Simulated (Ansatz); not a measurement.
A nudged elastic band was laid between two geometries of F4H2O2W + H2 (11 atoms, charge 0, multiplicity 1).

Theory: Ansatz 0.2.0, RKS LDA/def2-SVP.

```yaml
movable_images: 7
climbing_image: yes
spring: 5.0 eV/Å²
optimiser: quadratic models (default)
start_path: through a guess of the saddle point
force_threshold: 0.03 eV/Å
iteration_limit: 60
end_points: relaxed
```

First end point:

```xyz
11
Properties=species:S:1:pos:R:3
W -0.382 -0.176 -0.024
O -0.413 0.346 1.747
H 0.282 0.793 2.289
F 1.399 0.430 0.026
F -0.867 1.484 -0.707
F -2.186 -0.590 -0.068
O 0.065 -1.945 0.332
H 0.250 -2.739 -0.206
F -0.026 -0.602 -1.810
H 1.871 1.269 1.938
H 1.817 1.517 2.685
```

Last end point:

```xyz
11
Properties=species:S:1:pos:R:3
W 0.006 0.151 -0.166
O 0.543 -0.250 2.027
H -0.070 0.299 2.563
F 1.858 0.402 0.088
F -1.109 1.281 -1.142
F -1.596 0.047 0.830
O 0.029 -1.711 0.073
H -0.003 -2.046 0.996
F 0.597 -0.150 -1.905
H 0.119 1.600 0.757
H 1.437 0.164 2.080
```

(1) What changes between the two ends?

(2) Give the energies along the band, and the barrier.

(3) What is the geometry of the highest image?

The band took 38 iterations and roughly 17 core-minutes.

## Answers

(1) Bonds broken: H10–H11. Bonds formed: W1–H10, O2–H11. F4H2O2W + H2 becomes F4H4O2W.

(2) The run converged. The highest image is number 6 of 0 to 8, 1.20 eV above the first end and 0.62 eV above the last; the last end lies 0.58 eV above the first. The profile has 2 maxima (images 1, 6) with wells between them (image 2): this band takes more than one step, which may be the mechanism or a detour left from its start path. A vibrational analysis at the climbing image gives one clearly imaginary mode, 647i cm⁻¹: a first-order saddle point. The orbitals stay closed-shell, which can raise the energy where a bond breaks towards radicals; this wasn't checked here.

```
image  path coordinate (Å)  energy (eV)  H10–H11 (Å)  W1–H10 (Å)  O2–H11 (Å)
    0                 0.00         0.00         0.79        3.32        2.69
    1                 1.23         0.04         0.79        3.36        2.72
    2                 2.46         0.02         0.79        3.36        2.71
    3                 3.68         0.05         0.79        3.26        2.70
    4                 4.91         0.29         0.78        3.28        2.35
    5                 6.14         0.61         0.78        2.77        2.17
    6                 7.36         1.20         0.93        1.95        1.40
    7                 9.02         0.91         1.68        1.74        0.99
    8                10.67         0.58         2.36        1.72        0.99
```

(3) 
```xyz
11
Properties=species:S:1:pos:R:3:forces:R:3
W 0.088 0.067 -0.028 0.00 0.00 0.00
O 0.363 -0.401 2.005 0.00 0.00 0.00
H -0.512 -0.418 2.452 0.00 0.00 0.00
F 1.941 0.175 0.097 0.00 0.00 0.00
F 0.360 1.555 -1.130 0.00 0.00 0.00
F -1.588 0.437 0.699 0.00 0.00 0.00
O 0.375 -1.782 -0.014 0.00 0.00 0.00
H 0.823 -2.012 0.841 0.00 0.00 0.00
F -0.879 -0.443 -1.522 0.00 0.00 0.00
H 0.387 1.643 1.085 0.00 0.00 0.00
H 0.453 0.967 1.718 0.00 0.00 0.00
```

Time of the run: 4.6 min on 4 threads of Arm Neoverse V2, with other jobs on the host, peak memory 0.2 GiB.
